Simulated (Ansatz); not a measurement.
Stretching the Ge1–H2 bond in FGeH (SMILES [F][GeH]) (multiplicity 1 held, fragments rigid). Energies count from the point at 1.615 Å.
Geometry at that point (charge 0, multiplicity 1):
```tsv
atom	x (Å)	y (Å)	z (Å)
Ge	-0.1137	-0.2269	0.2808
H	-0.9845	-1.0535	-0.7992
F	0.5137	0.9238	-0.9095
```

R- and RO- levels are restricted; in cc, def2 and unpolarised 6-31G sets they are followed outwards from rest. U- levels take the lowest unrestricted solution at each point, which mixes spins at long bonds. Active spaces are followed from a long bond inwards. Levels need not reach the same state.

Correlated levels freeze the cores. Filled d and f shells under p-block atoms count as core.

The values were computed with Ansatz (Gaussian orbitals). 

| level | energy at R = 5.168 Å (kcal/mol) |
|---|---|
| R-HF/cc-pVTZ | 141.21 |
| U-HF/cc-pVTZ | 50.69 |
| R-r2SCAN/cc-pVTZ | 99.39 |
| R-B3LYP/cc-pVTZ | 100.87 |
| R-MP2/cc-pVTZ | 100.08 |
| U-CCSD/cc-pVTZ | 70.40 |
| SC-NEVPT2 on CASSCF(2,2)/cc-pVTZ | ___ |
| FIC-MRCISD on CASSCF(2,2)/cc-pVTZ | 69.72 |
| FIC-MRCISD+Q on CASSCF(2,2)/cc-pVTZ | 70.63 |

**Question.** Fill in the missing entries.

**Answer.** 
- SC-NEVPT2 on CASSCF(2,2)/cc-pVTZ, energy at R = 5.168 Å (kcal/mol): 66.24

Doubts at one or more of the structures used: a restricted determinant that unrestricted orbitals would lower (R-HF/cc-pVTZ, R-r2SCAN/cc-pVTZ, R-B3LYP/cc-pVTZ, R-MP2/cc-pVTZ); a spin-contaminated determinant (U-HF/cc-pVTZ, U-CCSD/cc-pVTZ).

Ansatz is a program for electronic structure.
